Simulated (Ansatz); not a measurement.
Consider the formal exchange of groups at a Ga–N bond: `[GaH2][NH]B1CS1` + `[CH3][AlH][O][SiH3]` → `[CH3][AlH][O][SiH2][GaH2]` + `NB1CS1`.

Program: Ansatz. Geometries: PBE0-D4/def2-TZVP. ΔE: electronic, gas phase. CBS: MP2 limit from def2 TZ/QZ plus the TZ coupled-cluster correction, frozen cores. Functionals use def2-TZVPP. B3LYP here is the variant with VWN-RPA as its local correlation; programs differ in this. For Ga outer-core shells are correlated without core-valence functions, which leaves a few kJ/mol of doubt a bond. Scalar relativity is left out up to krypton. Each species was taken in one conformer, which may not be the lowest.

| species | B3LYP energy (Eh) |
| --- | --- |
| `[GaH2][NH]B1CS1` | -2443.94636 |
| `[CH3][AlH][O][SiH3]` | -649.68235 |
| `[CH3][AlH][O][SiH2][GaH2]` | -2575.17366 |
| `NB1CS1` | -518.43818 |

(1) Work out ΔE.

Largest T1 diagnostic among the species: 0.014.

Results:

(1) ΔE = (-2575.17366) + (-518.43818) − (-2443.94636) − (-649.68235) = 0.01687 Eh = +0.46 eV. CCSD(T)/CBS gives +0.57 eV.

From PBE to PBE0 (25 % exact exchange), in def2-TZVPP and without D4, ΔE moves by +0.04 eV. At CCSD(T), def2-SVP lies +0.09 eV from the extrapolated value and def2-TZVPP +0.03 eV. Leaving LDA and LC-ωPBE aside and taking each functional with its dispersion term where it has one, the values, not all of them listed here, spread over 0.22 eV, from PBE-D4 to B2PLYP.
